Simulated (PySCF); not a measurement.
Gas-phase XPS of `Oc1ccc(F)cc1`, computed

C₆H₅FO.
Atom-mapped SMILES: `[OH:1][c:2]1[cH:3][cH:4][c:5]([F:6])[cH:7][cH:8]1`

Geometry (PBE0-D3(BJ)/def2-SVP, Å), atoms numbered from 1 in this order:
```
atom  x, y, z in Å
O1    -2.0303   -0.9644   -0.9244
C2    -0.8630   -0.4955   -0.4320
C3     0.2300   -0.1810   -1.2447
C4     1.4118    0.3022   -0.6854
C5     1.4932    0.4680    0.6896
F6     2.6230    0.9305    1.2304
C7     0.4163    0.1595    1.5136
C8    -0.7607   -0.3223    0.9527
H9    -1.9655   -1.0366   -1.8821
H10    0.1594   -0.3137   -2.3288
H11    2.2719    0.5519   -1.3096
H12    0.5119    0.3006    2.5920
H13   -1.6205   -0.5721    1.5772
```

Computed, not measured: delta-SCF UKS SCAN, pcX-2 on the ionised atom, pcseg-1 elsewhere, spin-free X2C in PySCF 2.14.0. Binding energies are ΔSCF values: E(core-ionised, relaxed orbitals) − E(ground state) at a fixed geometry, referred to the vacuum level.

Task: Give the core binding energies atom by atom.

Result: 
```csv
atom(s),environment,level,binding energy (eV),above the level's lowest (eV),count
F6,aryl fluorine,F 1s,692.84,0.00,1
O1,phenol-type oxygen,O 1s,539.56,0.00,1
C5,aromatic C–F carbon,C 1s,292.43,+1.86,1
C2,aromatic carbon bearing oxygen,C 1s,292.17,+1.60,1
C4/C7,aromatic CH carbon,C 1s,290.61,+0.04,2
C3/C8,aromatic CH carbon,C 1s,290.57,0.00,2
```

Lowest listed C 1s: C3/C8, bonded to 2 C (aromatic in the SMILES) and H. Highest, 1.86 eV above it: C5, bonded to F and 2 C (aromatic in the SMILES). Summing the Pauling electronegativity differences to the bonded atoms, each weighted by its formal bond order, gives -0.35 for the lowest site and +1.43 for the highest; no listed site has a larger sum than the highest. The values 290.57 and 290.61 eV lie too close for their order to be trusted.

Task: What is the longest wavelength that can ionise O 1s of O1 vertically?

Result: λ = hc/E = 12398.42 eV Å / 539.56 eV = 22.979 Å.

Task: Which effective nuclear charge Zeff reproduces each element's mean 1s value in the hydrogen-like formula E = 13.606 eV × Zeff²?

Result: C (Z = 6): mean 291.2 eV, Zeff = 4.63, Z − Zeff = 1.37; O (Z = 8): mean 539.6 eV, Zeff = 6.30, Z − Zeff = 1.70; F (Z = 9): mean 692.8 eV, Zeff = 7.14, Z − Zeff = 1.86. Means run over the listed sites, weighted by atom count.

One atom of each set of topologically equivalent atoms was ionised and stands for the set; in this conformer not all members are related by symmetry, and their own values weren't computed. Geometry: PBE0-D3(BJ)/def2-SVP, one conformer, isolated molecule.
